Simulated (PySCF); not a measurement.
An unknown is described by computed data only.

Elements present: C, F, H, N and P. Monoisotopic mass: 157.0268 u.

| Quantity | Value |
| --- | --- |
| Rotational structure | rotational constants A, B, C: 1.639, 1.259, 0.879 GHz [GFN2-xTB] |
| UV, strongest line | among the 8 lowest singlet transitions: S2 at 6.33 eV (196 nm, f = 0.164) [TDDFT CAM-B3LYP/def2-SVPD] |
| UV, first state | lowest singlet excitation: 6.01 eV (206 nm, f = 0.076) [TDDFT CAM-B3LYP/def2-SVPD] |
| Dipole | 2.53 D [CAM-B3LYP/def2-SVPD] |
| 13C NMR | chemical shifts (computed TMS as zero) by class: 145.2 (1 C), 139.4 (1 C), 132.7 (1 C), 35.9 (1 C) ppm [GIAO PBE0/pcSseg-1] |
| 1H NMR | chemical shifts (computed TMS as zero) by class: 6.78 (1 H), 6.31 (1 H), 6.19 (1 H), 3.10 (3 H), 1.48 (1 H) ppm [GIAO PBE0/pcSseg-1] |

The electronic properties come from PySCF, for the isolated species, density fitting. Levels stand in brackets. One conformer (not necessarily the lowest) at the GFN2-xTB geometry, without solvent, vibrations or thermal averaging. Each NMR value is the plain mean over a class of atoms that symmetry, rotation or inversion makes alike.

Q: Which formula fits the mass and the elements?

A: C4H7F3NP (calculated 157.0268). No other formula that holds each of these elements comes within 0.0003 u with a fitting electron parity and a possible valence count.

Q: Propose a structure and show how it fits.

A: Numbering: `[CH2:1]=[CH:2][P:3]([NH:4][CH3:5])[C:6]([F:7])([F:8])[F:9]`. 4 carbons fall into 4 classes; from least to most shielded: alkene CH carbon [C2] (145.2 ppm), CF3 carbon [C6] (139.4 ppm), terminal =CH2 carbon [C1] (132.7 ppm), N-methyl carbon [C5] (35.9 ppm). Hydrogen classes from least to most shielded: 1 H on an alkene CH carbon, C2 (6.78 ppm), 1 H on a terminal =CH2 carbon, C1 (6.31 ppm), 1 H on a terminal =CH2 carbon, C1 (6.19 ppm), 3 H on an N-methyl carbon, C5 (3.10 ppm), 1 H on a nitrogen bonded to C, P and H, N4 (1.48 ppm). The optimised geometry has point group C1 and is an asymmetric top. Structure: `C=CP(NC)C(F)(F)F`. The assignments are read from this structure; whether some other isomer fits the data as well wasn't checked.

Shape of the structure used: `[CH2:1]=[CH:2][P:3]([NH:4][CH3:5])[C:6]([F:7])([F:8])[F:9]`: C1–C2–P3–N4 29°, C2–P3–N4–C5 -171°, C2–P3–C6–F7 -60°.
